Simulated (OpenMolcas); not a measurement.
## Lines of neutral nitrogen: computed and rescaled rates

* Program: OpenMolcas
* Method: SS-CASPT2, IPEA 0.25 Eh, imaginary shift 0.1 Eh (closed shells correlated: 1s)
* Basis: ANO-RCC-VQZP [5s4p3d2f1g]
* Scalar Hamiltonian: DKH2, point nucleus
* Active space: 5 electrons in 4 orbitals (2s 2p)
* State averaging: 2S+1 = 4 odd, 1 root; 2S+1 = 2 odd, 8 roots; 2S+1 = 4 even, 3 roots
* Spin-orbit coupling: state interaction with AMFI integrals over the reference wave functions, term energies averaged over their components

Rates come from the transition moments of the reference wave functions (E1 and E2 in the length form). At fixed line strength A goes as λ^-3 for E1 and M1 and as λ^-5 for E2, so a rate at the computed wavelength can be rescaled to the measured one. Measured vacuum wavelengths follow from level energies in NIST Handbook of Basic Atomic Spectroscopic Data. Branching counts decays inside the model space alone, at computed energies, and the table is only a selection of the E1 lines, drawn from those between levels with measured partners whose computed energy lies within a factor of 1.5 of the measured one.

```csv
Upper,Lower,Type,λ computed (nm),λ measured (nm),A computed (s-1),A rescaled (s-1),Branching %
2s 2p4 4P 5/2,2s2 2p3 4S* 3/2,E1,113.1,113.5,8.52e+08,8.43e+08,100.0
2s 2p4 4P 3/2,2s2 2p3 4S* 3/2,E1,113.1,113.4,8.54e+08,8.47e+08,100.0
2s 2p4 4P 1/2,2s2 2p3 4S* 3/2,E1,113,113.4,8.55e+08,8.46e+08,100.0
```

The largest correction is for 2s 2p4 4P 1/2 → 2s2 2p3 4S* 3/2 (E1): 8.55e+08 × (113 / 113.4)^3 = 8.46e+08 s-1, a factor of 0.99.

The computed rate and branching of 2s 2p4 4P 5/2 → 2s2 2p3 4S* 3/2 give the upper level a radiative lifetime of 1.000 / 8.52e+08 s-1 = 1.17e-09 s, counting decays inside the model space alone. The rescaled rate gives about 1.2e-09 s.

No measured rate stands beside these. Rescaling mends the energy factor alone: line strengths can still be far off where a level mixes with configurations outside the active space, and weak or spin-changing lines hang on small mixing coefficients that depend on the term gaps too, so rescaling need not improve them.

Computed and measured levels are paired by configuration, term and J; levels that our copy of the source lacks, or whose pairing is in doubt (as where it misses far off the trend of its configuration), stay unpaired. Levels of configurations outside the active space are missing.

* marks odd parity.
